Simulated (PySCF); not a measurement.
A calculated (UHF, PySCF 2.14, cc-pVTZ, the non-relativistic Hamiltonian (point nucleus)) atom or ion has these occupied shells.

```json
{"shell": "1s", "electrons": "2", "orbital energy (eV)": "-1334.2", "rms radius, mean of both spins (bohr)": "0.152"}
{"shell": "2s", "electrons": "2", "orbital energy (eV)": "-102.52", "rms radius, mean of both spins (bohr)": "0.756"}
{"shell": "2p", "electrons": "6", "orbital energy (eV)": "-62.098", "rms radius, mean of both spins (bohr)": "0.773"}
{"shell": "3s", "electrons": "2", "orbital energy (eV)": "-6.886", "rms radius, mean of both spins (bohr)": "3.52"}
```

Problem. Name the element and its charge.

Solution. Mg (magnesium, neutral), in [Ne] 3s2, closed-shell 1S.
